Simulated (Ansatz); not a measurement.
Correlation energies of C$_{3}$H$_{3}$NSZn (`S=CN1C=[C]1[ZnH]`) by basis set

Cartesian coordinates in Å:
```
S -0.028 2.444 -1.684
C -0.646 1.007 -1.230
N 0.087 -0.078 -0.873
C 1.302 -0.005 -0.146
C 0.388 -0.626 0.529
Zn -0.487 -1.586 1.926
H -1.717 0.798 -1.281
H 2.291 0.396 -0.284
H -1.190 -2.350 3.043
```

Total charge 0; spin multiplicity 1. For Zn the d shell is correlated and the shells below it are frozen. Scalar relativity is left out up to krypton. Geometry: relaxed with PBE0-D4/def2-TZVP. It is one conformer, not always the lowest. Frozen core, restricted reference, Ansatz.

| basis | HF (Eh) | MP2 corr. |
| --- | --- | --- |
| def2-SVP | -2344.46011 | -0.98370 |
| def2-TZVPP | -2345.03752 | -1.34696 |
| def2-QZVPP | -2345.09720 | -1.44088 |

(1) Estimate the CCSD correlation energy and the (T) correction in each basis where they were run (hartree).

Results:

(1) 
```
     basis  CCSD corr.       (T)
  def2-SVP    -0.99427  -0.04137
def2-TZVPP    -1.32229  -0.06439
```
